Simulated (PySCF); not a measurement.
## AsO⁻: script and output

File input.py (PySCF 2.14):

```python
from pyscf import gto, dft

mol = gto.M(
    atom='As 0 0 0; O 0 0 1.969',
    basis='jorge-dzp',
    charge=-1,
    spin=2,
    verbose=4,
)
mf = dft.UKS(mol, xc='revpbe')
mf.kernel()
g = mf.nuc_grad_method()
g.grid_response = True
g.kernel()
mf.dip_moment()
print('orbital energies (hartree):', [e[max(0, n-3):n+3].round(4) for e, n in zip(mf.mo_energy, mol.nelec)])
```

```bash
$ OMP_NUM_THREADS=1 python input.py
```

The log (some set-up lines and the per-cycle HOMO/LUMO lines with their warnings removed):

```
PySCF version 2.14.0

[INPUT] verbose = 4
[INPUT] num. atoms = 2
[INPUT] num. electrons = 42
[INPUT] charge = -1
[INPUT] spin (= nelec alpha-beta = 2S) = 2
[INPUT] symmetry False subgroup None
[INPUT] Mole.unit = angstrom
[INPUT] Symbol           X                Y                Z      unit          X                Y                Z       unit  Magmom
[INPUT]  1 As     0.000000000000   0.000000000000   0.000000000000 AA    0.000000000000   0.000000000000   0.000000000000 Bohr   0.0
[INPUT]  2 O      0.000000000000   0.000000000000   1.969000000000 AA    0.000000000000   0.000000000000   3.720870739269 Bohr   0.0

nuclear repulsion = 70.9511344250279
number of shells = 24
number of NR pGTOs = 112
number of NR cGTOs = 58
basis = jorge-dzp
ecp = {}

******** <class 'pyscf.dft.uks.UKS'> ********
method = UKS
initial guess = minao
damping factor = 0
level_shift factor = 0
DIIS = <class 'pyscf.scf.diis.CDIIS'>
diis_start_cycle = 1
diis_space = 8
diis_damp = 0
SCF conv_tol = 1e-09
SCF conv_tol_grad = None
SCF max_cycles = 50
direct_scf = True
direct_scf_tol = 1e-13
number electrons alpha = 22  beta = 20
XC library pyscf.dft.libxc version 7.0.0
    S. Lehtola, C. Steigemann, M. J.T. Oliveira, and M. A.L. Marques.,  SoftwareX 7, 1–5 (2018)
XC functionals = revpbe
    Y. Zhang and W. Yang.,  Phys. Rev. Lett. 80, 890 (1998)
    J. P. Perdew, K. Burke, and M. Ernzerhof.,  Phys. Rev. Lett. 77, 3865 (1996)
    J. P. Perdew, K. Burke, and M. Ernzerhof.,  Phys. Rev. Lett. 78, 1396 (1997)
radial grids:
    Treutler-Ahlrichs [JCP 102, 346 (1995); DOI:10.1063/1.469408] (M4) radial grids

becke partition: Becke, JCP 88, 2547 (1988); DOI:10.1063/1.454033
pruning grids: <function nwchem_prune>
grids dens level: 3
symmetrized grids: False
atomic radii adjust function: <function treutler_atomic_radii_adjust>
small_rho_cutoff = 0
Set gradient conv threshold to 3.16228e-05
tot grids = 34512
init E= -2307.33270822184

cycle= 1 E= -2310.38293268412  delta_E= -3.05  |g|= 1.49  |ddm|= 1.35

cycle= 2 E= -2304.93189553168  delta_E= 5.45  |g|= 2.36  |ddm|= 13.2
cycle= 3 E= -2309.73512924196  delta_E= -4.8  |g|= 1.36  |ddm|= 13.3
cycle= 4 E= -2310.5111544021  delta_E= -0.776  |g|= 0.664  |ddm|= 0.766
cycle= 5 E= -2310.71576572115  delta_E= -0.205  |g|=  0.4  |ddm|=  1.1
cycle= 6 E= -2310.78558408721  delta_E= -0.0698  |g|= 0.164  |ddm|= 0.265
cycle= 7 E= -2310.79977381964  delta_E= -0.0142  |g|= 0.0414  |ddm|= 0.121
cycle= 8 E= -2310.7998053114  delta_E= -3.15e-05  |g|= 0.0332  |ddm|= 0.0285
cycle= 9 E= -2310.80036154931  delta_E= -0.000556  |g|= 0.00611  |ddm|= 0.0222
cycle= 10 E= -2310.80037991257  delta_E= -1.84e-05  |g|= 0.00206  |ddm|= 0.00432
cycle= 11 E= -2310.80038201021  delta_E= -2.1e-06  |g|= 0.000317  |ddm|= 0.00143
cycle= 12 E= -2310.80038206539  delta_E= -5.52e-08  |g|= 3.05e-05  |ddm|= 0.000263
cycle= 13 E= -2310.80038206592  delta_E= -5.28e-10  |g|= 4e-06  |ddm|= 3.66e-05
Extra cycle  E= -2310.80038206554  delta_E= 3.76e-10  |g|= 2.76e-05  |ddm|= 2.63e-05
converged SCF energy = -2310.80038206554  <S^2> = 2.0021064  2S+1 = 3.001404

******** <class 'pyscf.grad.uks.Gradients'> for <class 'pyscf.dft.uks.UKS'> ********
unit = Eh/Bohr
grid_response = True
--------------- UKS gradients ---------------
         x                y                z
0 As     0.0000000000     0.0000000000    -0.0650671324
1 O    -0.0000000000    -0.0000000000     0.0650671324
----------------------------------------------

WARN: System has nonzero charge -1; the dipole moment is origin-dependent.
Location of origin: [0. 0. 0.]

Dipole moment(X, Y, Z, Debye):  0.00000,  0.00000, -5.13817
orbital energies (hartree): [array([-0.0016,  0.0874,  0.0874,  0.2037,  0.5488,  0.71  ]), array([-0.0065,  0.0397,  0.0397,  0.1369,  0.1369,  0.2257])]
```

In short: E(SCF) = -2310.800382 Eh, 13 cycles, ⟨S²⟩ = 2.002, gradient on the second atom 0.0651 Eh/bohr.

It ran on Intel Xeon Platinum 8488C (1 thread, shared host) in 5.1 s, peak memory 0.3 GiB.

The basis has no diffuse functions, which an anion needs. The bond length is a typed value, not an optimised one. The dipole of an ion depends on the origin. No search for the lowest solution was made.
